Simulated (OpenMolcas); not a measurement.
Ti I: effect of the active space

| Quantity | Value |
| --- | --- |
| Program | OpenMolcas 26.06 |
| Method | SS-CASPT2 or its RAS form, IPEA 0.25 Eh, imaginary shift 0.1 Eh |
| Basis | ANO-RCC-VTZP |
| Scalar Hamiltonian | DKH2, point nucleus |
| Spin-orbit coupling | state interaction with AMFI integrals over the reference wave functions, term energies averaged over their components |

A. 2 electrons in 5 orbitals (3d); 2S+1 = 3 even, 10 roots; 2S+1 = 1 even, 15 roots; closed shells correlated: 3s 3p 4s; CASPT2 step roughly 3 core-seconds
B. 4 electrons in 6 orbitals (3d 4s); 2S+1 = 5 even, 15 roots; 2S+1 = 3 even, 55 roots; 2S+1 = 1 even, 50 roots; closed shells correlated: 3s 3p; CASPT2 step about 40 core-seconds
C. 4 electrons in 9 orbitals (RAS2 3d 4s; RAS3 4p, at most 2 electrons); 2S+1 = 3 even, 55 roots (48 in the spin-orbit step); 2S+1 = 5 even, 10 roots kept (CI in the orbitals of an earlier block); 2S+1 = 1 even, 50 roots kept (CI in the orbitals of an earlier block, 42 in the spin-orbit step); 2S+1 = 3 odd, 84 roots (62 in the spin-orbit step); 2S+1 = 5 odd, 39 roots kept (CI in the orbitals of an earlier block, 30 in the spin-orbit step); 2S+1 = 1 odd, 30 roots kept (CI in the orbitals of an earlier block, 22 in the spin-orbit step); closed shells correlated: 3s 3p; CASPT2 step roughly 5 core-minutes

Energies in eV above 3d2 4s2 3F2, the measured ground level; measured values from NIST Handbook of Basic Atomic Spectroscopic Data.

```
      Level       A       B       C  Measured
3d2 4s2 3F2  0.0000  0.0000  0.0000    0.0000
3d2 4s2 3F3  0.0225  0.0177  0.0178    0.0211
3d2 4s2 3F4  0.0515  0.0406  0.0409    0.0480
3d2 4s2 1D2   0.786   0.759   0.795    0.8995
3d2 4s2 3P0   1.218   0.883   1.039    1.0460
3d2 4s2 3P1   1.226   0.888   1.044    1.0529
3d2 4s2 3P2   1.241   0.900   1.056    1.0666
3d2 4s2 1G4   1.589   1.346   1.444    1.5025
```

Deviations, from unrounded energies. A percentage is the sum of absolute deviations over the sum of measured energies, with the sign that they share, or ± where signs differ.

| Against measurement | Levels | A | B | C |
| --- | --- | --- | --- | --- |
| mean absolute deviation (cm-1) | 7 | 840 | 920 | 230 |
| fine structure of the ground term (%) | 2 | +7.1 | -15.5 | -15.0 |
| other terms of the ground configuration (%) | 5 | ±12.9 | -14.2 | -3.4 |

C lies closest to measurement on these levels and B furthest from it. The largest miss of C in the table is 3d2 4s2 1D2, by -840 cm-1. The ranking rests on the paired levels alone, and a cruder setting can come out closer through cancelling errors.

The spin-orbit steps hold different terms of 3d2 4s2 (C lacks 1S), which shifts levels as well.

Among A to C the level of the table that moves most is 3d2 4s2 3P2, by 2800 cm-1 (lowest in B, highest in A). Moves below CASPT2's spread within the term are not significant.

Term energies are means over components that CASPT2 splits; among the terms shown or strongly mixed into the levels shown the widest spread is 2100 cm-1 (3d2 4s2 3F, C). Over all roots computed the reference weight is 0.80 to 0.91 in B, 0.85 to 0.93 in C; the roots of lowest weight are the least certain, and an intruder state may touch them. With the s shell closed, the reference lacks s² → p², s² → d² and s → d mixing, so excited terms can stand far too high and out of order, with CASPT2 too (holds for A). Some terms miss by over 15 % even with CASPT2, which points to a basis or an active space too small for the shells correlated (holds for A; B). Configurations are named by rounded mean occupations; where the s occupation lies near a half they are strongly mixed, a name can repeat and a true partner stay unpaired (holds for B; C). Some high roots are left out of the spin-orbit mixing, which shifts the levels that they would mix with (holds for C). Terms from blocks run as CI alone lack orbitals of their own (holds for C). Measured partners are found by configuration, term and J. A level has none where our copy of the source lacks it or the pairing is in doubt (some pairs that miss far off the trend of their configuration count as doubtful), and it then counts in no deviation. Only configurations of the active space appear. Levels that lie high or do not pair safely by name in every column are left out.
